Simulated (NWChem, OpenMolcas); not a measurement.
# How basis sets differ on CH2NSn (SMILES N#[C][SnH2])

The species is CH2NSn (5 atoms), meant as a doublet with charge 0. SMILES: `N#[C][SnH2]`. The coordinates come from a PBE0-D4/def2-TZVP relaxation.

```xyz
5

N     0.8338   -1.5357    1.6656
C     0.5060   -0.8515    0.7960
Sn    0.0096    0.3311   -0.8863
H    -1.6485    0.0382   -1.1840
H     0.3490    1.9444   -0.4326
```

Quantity: the electronic atomisation energy, in eV. The values are calculated. Electronic energies at fixed atoms, without zero-point motion or spin-orbit coupling.

| level | kind | program | value (eV) | CPU time (all runs) |
| --- | --- | --- | --- | --- |
| UB3LYP/def2-SVP (core potential) | global hybrid | NWChem | 16.54 | 30 s |
| UB3LYP/def2-TZVP (core potential) | global hybrid | NWChem | 16.63 | 98 s |
| UB3LYP/def2-TZVPP (core potential) | global hybrid | NWChem | 16.64 | 2 min |
| UB3LYP/def2-SVPD (core potential) | global hybrid | OpenMolcas | 16.67 | 74 s |

The values span 16.54 to 16.67 eV. Times are those of the runs behind each value, whatever else they computed, on shared processors of several kinds: orders of magnitude only.
